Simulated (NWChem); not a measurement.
System: SiNH$_{3}$O, singlet; SMILES N[Si]O

Input file for NWChem:

```
start job
memory heap 200 mb stack 900 mb global 1100 mb
geometry units angstroms noautosym nocenter noautoz
  Si    -0.659099     0.060271     0.000000
  O      0.410278     1.349046     0.000000
  H      1.363083     1.202177     0.000000
  N      0.414803    -1.294355     0.000000
  H      1.432265    -1.294079     0.000000
  H      0.048031    -2.241187     0.000000
end
basis spherical
  * library def2-svp
end
dft
  xc m05-2x
  iterations 150
end
cosmo
  do_cosmo_smd true
  solvent methanol
end
task dft energy
```

Low-valent species are run as closed-shell singlets; no triplet was tried in these runs. Structure relaxed at the PBE0/def2-SVP level. Solvent: methanol.

Level: M05-2X/def2-SVP with SMD (1 M gas to 1 M solution), gas-phase geometry. Reactions with the solvent are ignored.

Q: What results follow from this input? (M05-2X/def2-SVP, SMD on the gas-phase geometry.) Quantities: solvation free energy (kcal/mol); cavity-dispersion-structure term (kcal/mol); dipole in solution (D).

A: 
- solvation free energy (kcal/mol) = -8.5
- cavity-dispersion-structure term (kcal/mol) = 0.8
- dipole in solution (D) = 4.33
